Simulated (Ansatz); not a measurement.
Ansatz (a first-principles code) input (B3LYP-D3(BJ)/def2-TZVP):

Ansatz 0.2 input:
```yaml
crystal:
  periodic: [false, false, false]
  atoms:
    - {symbol: W, position_ang: [-0.01044125, 0.01413604, -0.00489391]}
    - {symbol: F, position_ang: [1.80214154, -0.34036974, -0.32423033]}
    - {symbol: F, position_ang: [-0.79411316, -0.49889337, 1.61872876]}
    - {symbol: F, position_ang: [-1.03943091, 0.88168714, -1.30943402]}
basis:
  gaussian:
    orbitals: def2-TZVP
hamiltonian:
  xc: b3lyp
  dispersion: d3bj
magnetization: {spin_polarized: true, initial_magnetization: 3}
relax: {f_tol: 0.002, max_steps: 150}
```

End of the output:

```
relax step   1: F+E_penalty+E_count = -9983.44940320 eV  Δ(F+E_penalty+E_count) = +0.000e0 eV  max|allowed force component| = 1.084e-1 eV/Å  Δτ_max = 0.0000 Å  (31 SCF iters, accepted)
these checks for a lower state are left out or cut short: starts, cluster_reference, orbital_swaps, neighbouring_geometries, increment
integrals: 0.04 GiB planned
861 factors; their error is unknown
mean field: 0.56 GiB planned
mean field -9983.35643652 eV, -366.8815820800 hartree, gradient 2.5e-5 eV, S^2 3.754489; 0 other end points of the search recorded, 0 dependent functions left out
the calculation of the forces begins
reference -9983.35666300 eV, -366.8815904029 hartree; 22, 19 occupied and 111, 114 virtual orbitals, 861 factors
relax step   2: F+E_penalty+E_count = -9983.44996514 eV  Δ(F+E_penalty+E_count) = -5.619e-4 eV  max|allowed force component| = 2.512e-3 eV/Å  Δτ_max = 0.0034 Å  (35 SCF iters, accepted)
these checks for a lower state are left out or cut short: starts, cluster_reference, orbital_swaps, neighbouring_geometries, increment
integrals: 0.04 GiB planned
861 factors; their error is unknown
mean field: 0.56 GiB planned
mean field -9983.35643844 eV, -366.8815821507 hartree, gradient 2.5e-5 eV, S^2 3.754490; 0 other end points of the search recorded, 0 dependent functions left out
the calculation of the forces begins
reference -9983.35666491 eV, -366.8815904734 hartree; 22, 19 occupied and 111, 114 virtual orbitals, 861 factors
relax step   3: F+E_penalty+E_count = -9983.44996542 eV  Δ(F+E_penalty+E_count) = -2.724e-7 eV  max|allowed force component| = 8.507e-5 eV/Å  Δτ_max = 0.0001 Å  (24 SCF iters, accepted)
integrals: 0.04 GiB planned
861 factors; their error is unknown
mean field: 0.56 GiB planned
mean field evaluation 32: about -9983.1031 eV, gradient 6.7e0 eV
mean field -9983.35643844 eV, -366.8815821507 hartree, gradient 2.5e-5 eV, S^2 3.754490; 1 other end points of the search recorded, 0 dependent functions left out
the calculation of the forces begins
reference -9983.35666491 eV, -366.8815904734 hartree; 22, 19 occupied and 111, 114 virtual orbitals, 861 factors
Total energy: -9983.45019189 eV, -366.8850275263 hartree
Atom 0 at    -0.010468     0.014139    -0.004940 Å, force    -0.000037    -0.000028     0.000038 eV/Å
Atom 1 at     1.805465    -0.341054    -0.324721 Å, force     0.000060    -0.000034     0.000055 eV/Å
Atom 2 at    -0.795469    -0.499809     1.621620 Å, force     0.000056     0.000030    -0.000085 eV/Å
Atom 3 at    -1.041371     0.883284    -1.311789 Å, force    -0.000079     0.000032    -0.000008 eV/Å
Dipole moment:    -0.000004    -0.000001     0.000012 e Å
```

The spin state was set by rule; other spins were not relaxed.
